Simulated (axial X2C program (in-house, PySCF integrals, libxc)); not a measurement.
Values are calculated unless marked as measured or tabulated.
**RuO: input and output**

Program: an axial X2C code built on PySCF integrals.

Input:
```json
{"zs": [44, 8], "q": 0, "bas": ["dyall-cv3z", "dyall-av3z"], "levels": ["PBE0", "HF", "BP86"], "cc": true, "r0": 1.71, "thr": -2.0, "nmax": 110, "npts": 10, "nst": 2, "ntry": 8}
```
```bash
python so2c.py task.json out
```

Keys: zs atomic numbers; q charge; bas basis sets; levels methods; cc coupled cluster on or off; r0 starting distance in Å; thr threshold in hartree for freezing inner shells (an s shell follows its p shell); nmax most natural virtual spinors; npts points on the curve; nst determinants followed; ntry starts of the search. HF also brings MP2.

Output of the HF step, spin-free, at R = 1.698 Å for the state M_S = 2, Λ = 2. It starts from PBE0 orbitals of this distance.

```
spin-free X2C-1e  HF
basis functions 204  fitting functions 954  grid points 5075
iter        total energy     max residual
   1      -4602.897411424     2.97e-01
   2      -4602.927653545     1.62e-02
   3      -4602.927010682     2.03e-02
   4      -4602.933608716     4.03e-03
   5      -4602.934185081     2.65e-03
   6      -4602.934397710     2.32e-03
   7      -4602.934572709     1.60e-03
   8      -4602.934779094     1.26e-03
   9      -4602.935111184     7.57e-04
  10      -4602.935252802     7.43e-04
  11      -4602.935334623     7.42e-04
  12      -4602.935428108     8.40e-04
  13      -4602.935399011     8.25e-04
  14      -4602.935345541     8.04e-04
  15      -4602.935093874     8.67e-04
  16      -4602.935122942     1.05e-03
  17      -4602.935847809     1.24e-03
  18      -4602.936790502     2.56e-03
  19      -4602.936492595     1.63e-03
  20      -4602.935824924     1.16e-03
  21      -4602.934414980     3.00e-03
  22      -4602.934091777     3.66e-03
  23      -4602.897411424     4.45e-01
  24      -4602.927612877     1.86e-02
  25      -4602.929800207     1.27e-01
  26      -4602.933907363     1.51e-02
  27      -4602.934268005     3.50e-03
  28      -4602.934614782     1.24e-02
  29      -4602.934854308     8.65e-03
  30      -4602.935129158     1.99e-03
  31      -4602.935299473     3.49e-03
  32      -4602.935455050     4.45e-03
  33      -4602.935770256     4.85e-03
  34      -4602.936190952     7.64e-03
  35      -4602.936535533     7.50e-03
  36      -4602.937665993     6.58e-03
  37      -4602.938658667     9.65e-03
  38      -4602.938850961     2.90e-03
  39      -4602.938905509     7.31e-04
  40      -4602.938929116     3.70e-04
  41      -4602.938932036     2.02e-04
  42      -4602.938932884     4.53e-05
  43      -4602.938932950     2.43e-05
  44      -4602.938932976     1.34e-05
  45      -4602.938932983     7.75e-06
  46      -4602.938932985     3.55e-06
  47      -4602.938932986     1.85e-06
converged
one-electron -6564.75975509  Coulomb 1992.86290144  exact exchange -140.74194874  xc functional 0.00000000  nuclear repulsion 109.69986940
correlated 14  virtual 288  natural virtual 110  E(MP2) -0.457982826  MP2 remainder -0.019338998
iter   CCSD correlation   residual
   1     -0.416635887   2.23e-01
   2     -0.436603548   1.41e-01
   3     -0.454598365   7.87e-02
   4     -0.461447129   4.47e-02
   5     -0.464298515   2.34e-02
   6     -0.466045839   8.76e-03
   7     -0.465930957   4.18e-03
   8     -0.466147027   2.03e-03
   9     -0.466073450   1.05e-03
  10     -0.466119262   5.92e-04
  11     -0.466097950   3.03e-04
  12     -0.466103721   1.78e-04
  13     -0.466099080   9.41e-05
  14     -0.466096853   5.48e-05
  15     -0.466094476   2.85e-05
  16     -0.466093025   1.53e-05
  17     -0.466091806   8.26e-06
  18     -0.466091537   4.31e-06
  19     -0.466091276   2.54e-06
  20     -0.466091286   1.38e-06
(T) -0.026685244  T1 0.1272  D1 0.3401  max T2 0.082
```
Energies are in hartree; totals compare only within one Hamiltonian and basis. T1 is large, a sign of multireference character or of a spin-contaminated reference. Where the energy jumps back up, the SCF was restarted by another method. T1 in the output is the amplitude norm over the root of the electron number; divide by √2 for the Lee–Taylor value. The determinant is spin-polarised beyond a pure state at some levels (its spin-free form has ⟨S²⟩ too high), which makes Re and μ there less reliable.
